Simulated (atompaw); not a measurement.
# What one change does to a pseudopotential (Rb, PAW (atompaw))

```json
{
  "Element": "Rb (Z = 37)",
  "Generator": "atompaw 4.2.0.5",
  "Type": "PAW",
  "Functional": "PBE",
  "Relativity": "scalar-relativistic",
  "Frozen core": "[Ar] 3d10 4s2",
  "Valence charge": "7",
  "Reference configuration": "4p6 4d0 5s0 5p0 (charge +1)",
  "Partial waves": "5s (bound, empty): rc 3.00 bohr; 5s channel at 4.8 Ry: rc 3.00 bohr; 4p (bound): rc 2.10 bohr; 5p (bound, empty): rc 2.60 bohr; 4d (bound, empty): rc 3.00 bohr; 4d channel at 3.4 Ry: rc 3.00 bohr",
  "Local potential": "troulliermartins scheme with l = 3 at 1 Ry, radius 2.20 bohr",
  "Core correction": "smooth core density matched at 1.55 bohr",
  "Augmentation charge": "besselshape compensation charge, radius 2.75 bohr; PAW radius 3.00 bohr; waves and projectors: custom polynom2 7 10 vanderbiltortho"
}
```

All-electron outer shells of the reference configuration (PBE, scalar-relativistic, ld1.x):

```
shell  level (eV)  outermost node (bohr)  outermost maximum (bohr)
   4s      -37.63                   0.62                      1.25
   4p      -21.65                   0.64                      1.42
   5s       -6.05                   1.77                      3.77
   4d       -3.74                   0.70                      2.62
   5p       -3.60                   2.13                      4.78
```

Change: wave 5p (bound): rc 2.60 bohr becomes 5p (bound): rc 1.90 bohr.

Cutoffs: the cutoffs (Ry, on a coarse ladder) from which the occupation-weighted sum of valence levels, in a spherical-Bessel basis at the reference potential, stays within 10 and 1 mRy of its value at 400 Ry; they do not see the model core or the augmentation charge, which bear on the density cutoff.

Task: What does the change do?

Result: The potential gets harder (15 Ry and 21 Ry → 15 Ry and 25 Ry); the bound ghosts move from s to p, s; the range in which the p phases agree widens (upper end 0.4 → at the end of the scan).

| quantity | base | changed |
| --- | --- | --- |
| cutoff, loose | 15 Ry | 15 Ry |
| cutoff, tight | 21 Ry | 25 Ry |
| bound ghosts | s | p, s |
| s: phases at 3.02 bohr within 0.05 rad from the reference energy up to (Ry; the scan ends near 5) | to the end of the scan | to the end of the scan |
| p: phases at 3.02 bohr within 0.05 rad from the reference energy up to (Ry; the scan ends near 5) | 0.4 | to the end of the scan |
| d: phases at 3.02 bohr within 0.05 rad from the reference energy up to (Ry; the scan ends near 5) | 2.2 | 2.2 |
| lowest overlap eigenvalue by channel | s 0.81, p 0.28, d 0.86 | s 0.81, p 0.65, d 0.86 |

 A true bound ghost makes a file unfit for plane-wave use even where its test errors are small: the radial tests pick states by their node count and pass the ghost by. The cutoffs see the waves, projectors and local potential, not the compensation charge or the core.
